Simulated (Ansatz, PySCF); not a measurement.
BeCl₂, charge -1, doublet, at a GFN2-xTB geometry (such geometries of metal compounds can be far from the true shape) (a state made from the parent by changing its charge; the spin is typed, not shown lowest) (in this run its highest filled SCF level lies above zero, so its values depend strongly on the basis, on diffuse functions most of all). Base run: REVPBE/6-311G** (PySCF).

Geometry (Å):
```xyz
3

Be     0.6352    -0.5238     0.5287
Cl     1.1218     0.3556    -1.2085
Cl    -1.2712    -0.2324     1.0841
```
Charge -1, spin multiplicity 2.
Orbitals are unrestricted.
All else is at PySCF's defaults.

The same geometry, method and basis name were run in Ansatz (an electronic-structure program) and PySCF, at each program's defaults and at the settings that a row names. The base is PySCF at its defaults. Differences at the defaults can come from grids, fitting, cores and function types together.

```tsv
code and settings	ΔE vs base (mEh)	basis functions	E (Eh)	SCF cycles
PySCF, defaults (exact integrals, its default grid, spherical functions)	0.000	70	-935.15206	9
Ansatz, defaults (factorised integrals, its default grid, Cartesian functions)	-1.932	72	-935.15400	-
PySCF, density fitting with def2-universal-jkfit	-0.040	70	-935.15210	9
PySCF, fine grid	-0.001	70	-935.15207	9
Ansatz, high accuracy, Cartesian functions as the basis file defines them	-1.931	72	-935.15400	-
```

Open shells are given as the SCF converged; they aren't shown to be the lowest states, and a large step between rows can be another state.
